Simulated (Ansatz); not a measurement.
Job for Ansatz (a program for electronic structure): U-wB97X-V/def2-TZVPP on H2W (SMILES [WH2]), 2S+1 = 3, a spin state set in the input, which need not be the lowest. Elements past Kr take the def2 small-core potentials; no spin–orbit coupling.

Ansatz 0.2 input:
```yaml
crystal:
  periodic: [false, false, false]
  atoms:
    - {symbol: W, position_ang: [0.53626150, 0.11402483, 0.17281746]}
    - {symbol: H, position_ang: [-0.05259218, -1.47471462, -0.04748517]}
    - {symbol: H, position_ang: [-0.51673804, 1.40816138, -0.19565192]}
basis:
  gaussian:
    orbitals: def2-TZVPP
hamiltonian:
  xc: {name: wB97X-V}
magnetization: {spin_polarized: true, initial_magnetization: 2}
```

The head of its log:

```
WARN ansatz: RAYON_NUM_THREADS=1 ignored (pool sized by the plan → 1); use --threads N
Functional definition: wB97X-V
integrals: 0.03 GiB planned
470 factors; their error is unknown
integrals: 0.06 GiB planned
117 factors; integrals over basis functions are off by at most 2.7e-5 eV
mean field: 0.36 GiB planned
mean field evaluation 1: about -1851.3812 eV, gradient 1.1e1 eV
mean field evaluation 2: about -1851.8651 eV, gradient 6.9e0 eV
```

Question: Give the final energy of this run.

Answer: -68.0739 hartree. Its determinant has ⟨S²⟩ = 2.84, a mixture of spin states.
